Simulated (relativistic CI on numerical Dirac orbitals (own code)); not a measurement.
d1 to d9 in one octahedral field

Computed with a parametric ligand-field model without spin-orbit coupling, by exact diagonalisation: B = 470, C = 2060, 10Dq = 32600 cm⁻¹ (Oh; |10Dq|/B = 69.4) for every shell. Energies in cm⁻¹; the field energy is (0.6 n_e − 0.4 n_t2) × 10Dq of the ground term; g labels are left out. So small a B with so large a field is typical of 4d and 5d ions, where spin-orbit coupling, left out here, reaches 1,000 to 4,000 cm⁻¹.

| Shell | Ground term | Electrons in e | Field energy | First spin-allowed bands | Lowest term of other spin |
| --- | --- | --- | --- | --- | --- |
| d1 | 2T2 | 0.000 | -13040 | 2E 32600 |  |
| d2 | 3T1 | 0.006 | -25892 | 3T2 31405, 3T1 37259 | 1T2 7072 |
| d3 | 4A2 | 0.000 | -39120 | 4T2 32600, 4T1 37962 | 2E 9988 |
| d4 | ? | ? | ? | ? | ? |
| d5 | 2T2 | 0.019 | -64581 | 2A2 29789, 2T1 29955 | 4T1 22643 |
| d6 | 1A1 | 0.015 | -77749 | 1T1 30994, 1T2 37904 | 3T1 26693 |
| d7 | 2E | 1.010 | -58369 | 2T1 30886, 2T2 31429 | 4T1 22642 |
| d8 | 3A2 | 2.000 | -39120 | 3T2 32600, 3T1 37962 | 1E 7840 |
| d9 | 2E | 3.000 | -19560 | 2T2 32600 |  |

Q: Fill in the row of d4.

A: Ground term: 3T1; Electrons in e: 0.010; Field energy: -51843; First spin-allowed bands: 3E 30524, 3T1 31040; Lowest term of other spin: 1T2 6258. Low spin: d4, d5, d6, d7; the other shells keep the spin of the free ion. Only d4 to d7 can choose; the field needed to pair spins is smallest for d6 and largest for d5, which loses most exchange energy. In the strong-field picture 10Dq must exceed about 6B + 5C = 13120 (d4), 7.5B + 5C = 13825 (d5), 2.5B + 4C = 9415 (d6) and 4B + 4C = 10120 (d7); mixing of terms shifts these bounds somewhat.
